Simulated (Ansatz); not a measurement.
Species: sum formula SiH2Cl, net charge 0, doublet state. It need not be the lowest isomer of its formula. 
Coordinates optimised at B3LYP-D3(BJ)/def2-TZVP (Ansatz, a quantum-chemistry and plane-wave program):
```xyz
4

Si     0.8482    -0.5964     0.0451
Cl    -0.7918     0.6599    -0.0481
H      0.7777    -1.3629     1.3143
H      0.8078    -1.5048    -1.1282
```
Charge 0, spin multiplicity 2.

Parts of the frozen-core correlation energy in def2-TZVPP (Ansatz, hartree). Frozen orbitals: 10; correlated occupied orbitals by spin: 7 and 6; virtual: 95 and 96. UHF or UKS for open shells. No spin-orbit coupling. Non-relativistic.

```
term                            value
-------------------------  ----------
reference (HF)             -749.62613
MP2 opposite-spin            -0.22920
MP2 same-spin                -0.06477
CCSD correlation             -0.32846
(T)                          -0.01268
T1 diagnostic                   0.013
largest doubles amplitude       0.025
<S^2> of the reference          0.755
```
